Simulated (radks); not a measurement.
Q: These are the eigenvalues of the occupied orbitals of an atom or ion with whole-number occupations (eV). Method: Dirac Kohn-Sham, revPBE, spin-unpolarised, spherical densities, point nucleus; computed with a radial shooting solver on a logarithmic mesh with Libxc functionals.

orbital  eigenvalue
1s1/2     -43377.31
2s1/2     -7023.307
2p1/2     -6644.266
2p3/2     -6124.215
3s1/2     -1533.467
3p1/2     -1371.788
3p3/2     -1267.957
3d3/2     -986.8203
3d5/2     -964.3775
4s1/2     -315.0699
4p1/2     -254.0790
4p3/2     -231.6018
4d3/2     -131.4702
4d5/2     -127.5010
5s1/2      -53.2617
5p1/2      -37.0136
5p3/2      -33.9696
4f5/2      -14.6010

Which element is it, and in what charge state? The configuration may be excited. Open shells, if any, fill j = l - 1/2 first.

A: Z = 60, neodymium, charge +2: Nd2+ in [Xe] 4f4. The list shows which subshells hold electrons but not how many an open one holds; the 1s level, -1594.1 hartree, gives Z - s = 56.5 by -(Z - s)^2/2, which with screening and relativity narrows Z to a few neighbours, and the depths of the outer levels then fix element, charge and occupations together.
